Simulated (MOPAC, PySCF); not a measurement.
[Ta(F)4(OH)], neutral singlet in the gas phase. 

Cartesian coordinates (Å):
```xyz
7

Ta     0.0784     0.0216     0.0822
F     -1.4484     0.6647    -0.8089
F      0.0810    -1.4642    -1.1157
F     -0.0650     1.4495     1.3254
F      0.0637    -1.2029     1.5101
O      1.7610     0.6114    -0.5403
H      2.3357     0.2244    -1.2256
```
Charge 0, spin multiplicity 1.

All levels are single points at this geometry (PBE-D3(BJ)/def2-SVP); Pople sets use spherical d functions. Orbital energies aren't observables, and empty levels follow the basis.

PBE/6-31G* (LANL2DZ on Ta) in PySCF gives gap (eV) = 5.75.

Task: Estimate the gap (eV) from each of these levels: B3LYP-D3(BJ)/def2-TZVP in PySCF; TPSSh-D3(BJ)/def2-TZVP in PySCF; B3LYP/6-311+G** (LANL2DZ on Ta) in PySCF; B3LYP/6-31G* (LANL2DZ on Ta) in PySCF; BP86/6-31G* (LANL2DZ on Ta) in PySCF; M06-2X/6-31G* (LANL2DZ on Ta) in PySCF; SVWN5/6-31G* (LANL2DZ on Ta) in PySCF; PM7 in MOPAC.

Result: 
```json
[
 {"level": "B3LYP-D3(BJ)/def2-TZVP in PySCF", "gap (eV)": "8.12"},
 {"level": "TPSSh-D3(BJ)/def2-TZVP in PySCF", "gap (eV)": "7.26"},
 {"level": "B3LYP/6-311+G** (LANL2DZ on Ta) in PySCF", "gap (eV)": "7.59"},
 {"level": "B3LYP/6-31G* (LANL2DZ on Ta) in PySCF", "gap (eV)": "7.74"},
 {"level": "BP86/6-31G* (LANL2DZ on Ta) in PySCF", "gap (eV)": "5.75"},
 {"level": "M06-2X/6-31G* (LANL2DZ on Ta) in PySCF", "gap (eV)": "10.95"},
 {"level": "SVWN5/6-31G* (LANL2DZ on Ta) in PySCF", "gap (eV)": "5.76"},
 {"level": "PM7 in MOPAC", "gap (eV)": "10.20"}
]
```
